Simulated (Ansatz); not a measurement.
Computed with Ansatz on PBE0-D4/def2-TZVP structures; ΔE is electronic, products minus reactants. CCSD(T)/CBS adds triple-zeta CCSD(T) − MP2 to the extrapolated MP2 energy (def2 sets, frozen cores). Functionals use def2-TZVPP. For Ge outer-core shells are correlated without core-valence functions, which leaves a few kJ/mol of doubt a bond. Scalar relativity is left out up to krypton. One conformer a species, not always the lowest.

Consider the isomerisation: `[GeH3][CH2]N1C=C1` → `N=C1C[CH]1[GeH3]`.

`[GeH3][CH2]N1C=C1`:

Cartesian coordinates in Å:
```
Ge -1.585 0.026 -1.031
C -0.389 0.504 0.456
N 1.002 0.489 -0.006
C 1.675 -0.820 0.180
C 1.975 0.066 1.043
H -3.046 0.000 -0.546
H -1.449 1.039 -2.178
H -1.218 -1.375 -1.557
H -0.564 -0.177 1.302
H -0.638 1.519 0.782
H 1.736 -1.771 -0.318
H 2.500 0.501 1.873
```

`N=C1C[CH]1[GeH3]`:

```xyz
12

N    -2.070    0.505    1.097
C    -0.893    0.608    0.680
C     0.464    0.967    1.048
C     0.098    0.500   -0.388
Ge    0.698   -1.243   -1.010
H    -2.689    0.187    0.348
H     0.701    2.017    1.189
H     1.038    0.288    1.672
H     0.080    1.278   -1.148
H    -0.274   -1.799   -2.062
H     2.101   -1.124   -1.628
H     0.745   -2.185    0.204
```

CCSD(T)/CBS gives -198.2 kJ/mol.

Problem. Another level gave -223.2 kJ/mol. Which?
A. PBE-D4/def2-TZVPP
B. PBE0-D4/def2-TZVPP
C. HF/def2-TZVPP
D. SCS-MP2/def2-TZVPP

Solution. C. HF/def2-TZVPP -223.2, PBE-D4 -207.4, PBE0-D4 -214.4, SCS-MP2/def2-TZVPP -202.2 kJ/mol.

Largest T1 diagnostic among the species: 0.012.

From PBE to PBE0 (25 % exact exchange), in def2-TZVPP and without D4, ΔE moves by −6.9 kJ/mol. In def2-TZVPP, CCSD(T) changes the Hartree–Fock value by +20.2 kJ/mol (the triples alone add +3.9 kJ/mol) and MP2 by +19.1 kJ/mol.
